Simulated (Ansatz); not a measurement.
Reaction: C2H4Cl2 (SMILES ClCCCl) → C2H4Cl2 (SMILES CC(Cl)Cl)
Each species at its own B3LYP-D3(BJ)/def2-TZVP minimum (Ansatz, an electronic-structure program), one conformer.

Quantity: isomerisation energy (electronic), in kcal/mol. Open shells are spin-unrestricted; no spin-orbit coupling. CBS(X,Y): correlation extrapolated as X^-3, Hartree-Fock from the larger set. A bracket is a step between two methods taken in the basis named. Functionals run without relativity, which enters their misses. Double hybrids freeze cores in their MP2 part. 'core' is core correlation in cc-pwCVTZ (1s frozen past Ne), 'X2C' scalar relativity in cc-pVTZ-DK, both at CCSD(T).

CCSD(T)/CBS(cc-pV(T+d)Z,cc-pV(Q+d)Z) + [CCSDT(Q) - CCSD(T)]/cc-pV(D+d)Z + core + X2C (Ansatz) gives 0.5 kcal/mol.

Q: What does PBE/def2-TZVPD (Ansatz) give here, and how do the other levels compare?

A: PBE gives 0.2 kcal/mol, 0.3 kcal/mol below it. Differences of the others: r2SCAN/def2-TZVPD (Ansatz) -0.5; B3LYP/def2-TZVPD (Ansatz) 0.6; wB97M-V/def2-TZVPD (Ansatz) -0.1; B2PLYP/def2-TZVPD (Ansatz) 0.2; CCSD(T)/CBS(cc-pV(T+d)Z,cc-pV(Q+d)Z) + core + X2C (Ansatz) 0.0 kcal/mol. Nearer than PBE: wB97M-V/def2-TZVPD, B2PLYP/def2-TZVPD, CCSD(T)/CBS(cc-pV(T+d)Z,cc-pV(Q+d)Z) + core + X2C.
